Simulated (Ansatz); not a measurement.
Consider the formal hydrolysis of the Si–Ga bond: `CC[SiH2][GaH2]` + H₂O → `CC[SiH2]O` + `[GaH3]`.

Program: Ansatz. Geometries: PBE0-D4/def2-TZVP. ΔE: electronic, gas phase. CBS: MP2 limit from def2 TZ/QZ plus the TZ coupled-cluster correction, frozen cores. This one scheme is used for every species. DFT in def2-TZVPP. For Ga outer-core shells are correlated without core-valence functions, which leaves a few kJ/mol of doubt a bond. Scalar relativity is left out up to krypton. Each species was taken in one conformer, which may not be the lowest.

```csv
level,ΔE (kcal/mol)
r2SCANh-D4,-17.8
PBE0,-15.5
RPA@PBE/def2-TZVPP,-17.7
HF/def2-SVP,-21.7
```

Problem. What does CCSD(T)/CBS give? (Estimate.)

Solution. Ansatz gave: -16.7 kcal/mol. The listed levels differ from it by -1.1, 1.2, -1.0, -5.0 kcal/mol.

Largest T1 diagnostic among the species: 0.013.

From PBE to PBE0 (25 % exact exchange), in def2-TZVPP and without D4, ΔE moves by −1.4 kcal/mol. In def2-TZVPP, CCSD(T) changes the Hartree–Fock value by +6.9 kcal/mol (the triples alone add +0.8 kcal/mol) and MP2 by +5.7 kcal/mol. Leaving LDA and LC-ωPBE aside and taking each functional with its dispersion term where it has one, the values, not all of them listed here, spread over 7.0 kcal/mol, from CAM-B3LYP-D4 to revPBE-D4. LDA lies −1.0 kcal/mol from PBE without D4.

CCSD(T)/CBS has its own doubt, a few kJ/mol and more with outer-core shells, so smaller differences from it don't rank the levels.
